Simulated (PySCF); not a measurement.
These are B3LYP-D3(BJ)/def2-TZVP (PySCF) values and carry that method's errors. All species are isolated molecules in the gas phase. B3LYP has the VWN-RPA correlation part, as in Gaussian. Delta-SCF ions had no search for a lower state. 

Reference species (SMILES): `C#CB=N` (neutral, multiplicity 1).

```
Property                                   Value
--------------------------------------  --------
vertical ionisation energy (Delta-SCF)  10.31 eV
HOMO–LUMO gap                            6.86 eV
HOMO                                    -7.87 eV
S1 oscillator strength                     0.000
```

After one change: the vertical ionisation energy (Delta-SCF) falls by 1.03 eV; the HOMO–LUMO gap decreases by 2.05 eV; the HOMO increases by 1.02 eV; the S1 oscillator strength is nearly the same.

Task: Name the change that produced these shifts. The new species is one of these.
(A) `B=C=C=N`
(B) `B=NC#C`
(C) `B=CC#N`
(D) `C=BC#N`

Result: A, `B=C=C=N`
